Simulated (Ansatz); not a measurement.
Ideal-gas functions of CH$_{4}$BNO (`B1NCO1`) at 400 K and 1 bar, from an Ansatz frequency run at PBE0-D4/def2-TZVP.

Molar mass 56.86 g/mol, point group Cs (symmetry number 1), electronic degeneracy 1, moments of inertia 33.168, 37.834, 67.732 u Å². Harmonic wavenumbers (cm⁻¹, unscaled): 87, 453, 883, 888, 903, 982, 1019, 1115, 1137, 1178, 1211, 1308, 1428, 1529, 2706, 3042, 3094, 3737.

Use S(trans) = R[1.5 ln M + 2.5 ln T − 1.1517]; rotational temperatures θ = 24.2544 K / I; S(rot) = R[ln(√π/σ · √(T³/θAθBθC)) + 1.5]; for each mode x = 1.438777 ν̃/T, S = R[x/(eˣ − 1) − ln(1 − e⁻ˣ)] and H = RT x/(eˣ − 1); 1 cm⁻¹ = 0.0119627 kJ/mol; R = 8.31446 J/(mol·K).

Question: By hand: the entropy, in J/(mol·K).

Answer: Translation 165.4. Rotation: θ = 0.7313, 0.6411, 0.3581 K, giving 99.4. Vibration, mode by mode: 18.01, 5.12, 1.51, 1.48, 1.42, 1.13, 1.02, 0.77, 0.72, 0.64, 0.58, 0.43, 0.30, 0.22, 0.01, 0.00, 0.00, 0.00, in all 33.4. Electronic 0.0. Sum 298.2 J/(mol·K).

Question: By hand: H − E and G − E in kJ/mol, counted from the electronic energy.

Answer: Zero-point energy ½ × 26700 × 0.0119627 = 159.7; thermal vibration 7.4; translation, rotation and pV give 4 RT = 13.3. H − E = 180.4 kJ/mol, and G − E = 180.4 − 400 × 298.2/1000 = 61.1 kJ/mol.

Vibration gives 11 % of the entropy, 18.0 J/(mol·K) of it from the mode under 150 cm⁻¹: soft modes count most, and the harmonic formula is weakest for them.
